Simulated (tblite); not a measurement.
Method: GFN2-xTB as coded in tblite; computed harmonic values from a numerical Hessian at the method's own geometry, unscaled. The method is semi-empirical: single wavenumbers can be off by several per cent or more. One conformer each. Open shells enter through the occupations alone, without spin polarisation, and single modes of such species can be off by tens of per cent. Thermal functions are those of the rigid rotor and harmonic oscillator, without mixing of conformers.

**Question.** Order these by their zero-point energy, highest first (kJ/mol).
A. `F[C@@]12[CH]C[C@@H](C1)[C@H]2Cl` [radical]
B. `C=Nc1cccc([O])c1` [radical]
C. `C([C@H]([CH]C)[Si](F)(F)F)F` [radical]
D. `C1OCc2cn[c]cc21` [radical]
E. `FC/C(C)=C/[C](F)C` [radical]

**Answer.** E (348.5), A (295.0), D (291.7), B (284.1), C (280.0).

| SMILES | atoms | mass (u) | symmetry number | modes under 300 cm⁻¹ | ZPE (kJ/mol) | S translation (J/(mol K)) | S rotation | S vibration | S spin | S | Cp |
| --- | --- | --- | --- | --- | --- | --- | --- | --- | --- | --- | --- |
| C[C](F)/C=C(\C)CF | 17 | 119.07 | 1 | 7 | 348.5 | 179.2 | 127.5 | 196.9 | 5.8 | 509.4 | 213.2 |
| F[C@@]12[CH]C[C@@H](C1)[C@H]2Cl | 15 | 133.02 | 1 | 3 | 295.0 | 180.6 | 125.4 | 122.4 | 5.8 | 434.2 | 193.0 |
| [c]1cc2c(cn1)COC2 | 15 | 120.04 | 1 | 3 | 291.7 | 179.3 | 124.5 | 123.6 | 5.8 | 433.2 | 189.1 |
| C=Nc1cccc([O])c1 | 15 | 120.04 | 1 | 4 | 284.1 | 179.3 | 126.8 | 143.6 | 5.8 | 455.5 | 198.7 |
| C[CH][C@@H](CF)[Si](F)(F)F | 16 | 159.03 | 1 | 11 | 280.0 | 182.8 | 131.8 | 251.1 | 5.8 | 571.5 | 228.1 |

Entropies and Cp are for 500 K and 1 bar.
